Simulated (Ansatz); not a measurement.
C2H11NSi2, SMILES `C[SiH2]N(C)[SiH3]` from Hartree–Fock to CCSD(T)

Z-matrix (Å, degrees):
```
C
Si 1 1.867
H 1 1.092 2 110.9
H 1 1.094 2 110.1 3 -119.9
H 1 1.093 2 111.7 3 120.7
N 2 1.730 1 112.3 3 -61.6
H 2 1.493 1 108.1 3 177.0
H 2 1.486 1 110.4 3 58.0
Si 6 1.724 2 125.6 1 120.5
C 6 1.461 2 117.4 1 -67.0
H 9 1.492 6 112.4 2 108.1
H 9 1.491 6 109.5 2 -133.5
H 9 1.483 6 108.9 2 -13.0
H 10 1.097 6 112.2 2 -93.5
H 10 1.095 6 111.0 2 145.7
H 10 1.094 6 111.2 2 27.0
```

The species carries charge 0 and has multiplicity 1. All single points use the PBE0-D4/def2-TZVP geometry. It is one conformer, not always the lowest. Frozen core, restricted reference, the Gaussian-basis code of Ansatz. CBS rows extrapolate triple and quadruple zeta; past MP2 they add the triple-zeta difference.

| basis | HF (Eh) | MP2 corr. |
| --- | --- | --- |
| def2-SVP | -714.21556 | -0.66305 |
| def2-TZVPP | -714.57848 | -0.82338 |
| def2-QZVPP | -714.60391 | -0.87888 |

Question: Estimate the CCSD correlation energy and the (T) correction in each basis where they were run (hartree).

Answer: 
```
     basis  CCSD corr.       (T)
  def2-SVP    -0.74000  -0.02021
def2-TZVPP    -0.89171  -0.03305
 CBS(def2)    -0.98831     as TZ
```
